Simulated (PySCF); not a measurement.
Ga(Me)(OH)2 (CH5GaO2), SMILES [CH3][Ga]([OH])[OH].

Geometry optimised at B3LYP-D3(BJ)/def2-SVP. The structure was generated by enumeration; whether it is a known compound was not checked. One conformer was computed; it need not be the lowest.

Two levels are set side by side: PBE/def2-TZVP (PySCF) and r2SCAN/def2-TZVP (PySCF). Same geometry, gas phase. Differences are taken from unrounded values.

| quantity | r2SCAN |
|---|---|
| orbital gap (eV) | 6.46 |
| highest occupied level (eV) | -7.12 |
| lowest empty level (eV) | -0.66 |
| dipole moment (D) | 2.20 |
| mean polarisability (bohr³) | 46.5 |

### Question
What does PBE give, and how far is it from r2SCAN? (Estimate from the structure and the level; the computed values follow.)

### Answer

```json
[
 {"quantity": "orbital gap (eV)", "PBE": "5.65", "PBE minus r2SCAN": "-0.81"},
 {"quantity": "highest occupied level (eV)", "PBE": "-6.75", "PBE minus r2SCAN": "0.37"},
 {"quantity": "lowest empty level (eV)", "PBE": "-1.10", "PBE minus r2SCAN": "-0.44"},
 {"quantity": "dipole moment (D)", "PBE": "2.12", "PBE minus r2SCAN": "-0.08"},
 {"quantity": "mean polarisability (bohr³)", "PBE": "48.1", "PBE minus r2SCAN": "1.7"}
]
```

Rough cost on one machine, each run with all the roots and properties that it gave: r2SCAN against PBE about 3 times.
